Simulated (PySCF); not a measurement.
**Unknown compound**

An unknown has the formula C6H8O2. Its calculated NMR data are:

¹H NMR (500 MHz, computed): δ 7.98 (d, 1H), 6.52 (m, 1H), 6.23 (m, 1H), 5.56 (m, 1H), 5.44 (m, 1H), 2.17 (s, 3H).

¹³C{¹H} NMR (computed): δ 172.4 (C), 147.6 (CH), 140.8 (CH), 123.9 (CH2), 122.0 (CH), 23.3 (CH3).

- structure optimised with GFN2-xTB
- shieldings: GIAO PBE0/pcSseg-1
- run in PySCF 2.14.0 with density-fitted response routines
- no solvent model, no relativistic terms, equivalent nuclei averaged, a single conformation

δ = σ(ref) − σ, references computed at the same level: ¹H, ¹³C against TMS.

Q: Which candidate is it?
A. O=C1C=C[C@H](O)CC1
B. C=C/C=C/OC(C)=O
C. O=C1CCC(=O)CC1

A: B. 

1. The formula gives 3 degrees of unsaturation (no ring in the answer).
2. 6 carbon signals for 6 carbons: no two carbons are equivalent.
3. Carbon types of the structure: 1 × C, 3 × CH, 1 × CH2, 1 × CH3, which accounts for all hydrogens.
4. δC 172.4: ester carbonyl carbon; it is a carbonyl in resonance with an O or N lone pair, the region of acids, esters and amides.
5. δC 147.6: alkene carbon bearing oxygen; an sp2 carbon further deshielded by the attached heteroatom.
6. δC 140.8: alkene CH; as expected for a trigonal carbon in a double bond.
7. δC 123.9: terminal =CH2 carbon; an sp2 carbon of a C=C bond.
8. δC 122.0: β carbon of an enol-ether or enamine type C=C.

The others: O=C1CCC(=O)CC1 would give 2 carbon signals, not 6; O=C1C=C[C@H](O)CC1 would give 7 signals for carbon-bound and other non-exchanging H, not 6.

Shifts are as computed. Against solution values, carbons near 30 ppm lie about +3 ppm off and those near 130 ppm about +5 ppm. Of 1211 compounds with measured shifts, 218 miss one by over three times the rms of a fit or turn the order of signals round; such compounds aren't used in these exercises. Multiplicities follow the n + 1 count of equivalent neighbours, as no J values were calculated; m marks all less simple cases, F and P coupling included.
